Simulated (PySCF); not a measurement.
Computed IR spectrum (relative IR intensity) of a molecule C3H5FOSi. Geometry: B3LYP-D3(BJ)/def2-SVP. One conformer was computed; it need not be the lowest. All values below come from B3LYP-D3(BJ)/def2-SVP (PySCF 2.14.0). Frequencies are harmonic and unscaled.

Lines under 2 % of the strongest are left out, and lines within 2 cm⁻¹ are merged.

ν (cm⁻¹): 314 (w), 403 (vw), 519 (m), 675 (w), 688 (w), 720 (vw), 782 (m), 866 (s), 878 (m), 918 (vw), 939 (vs), 1061 (s), 1153 (m), 1320 (w), 1631 (w), 2294 (s), 3005 (m), 3040 (w), 3153 (w) (against the strongest line: vs over 80 %, s over 45 %, m over 15 %, w over 4 %, vw less)

### Question
Pick the molecule that these values belong to.
A) C=C1OC[Si@H]1F
B) CC#C[Si@@H](O)F
C) F[Si@H]1C=CCO1
D) F/C=C1\C[SiH2]O1

### Answer
C, F[Si@H]1C=CCO1
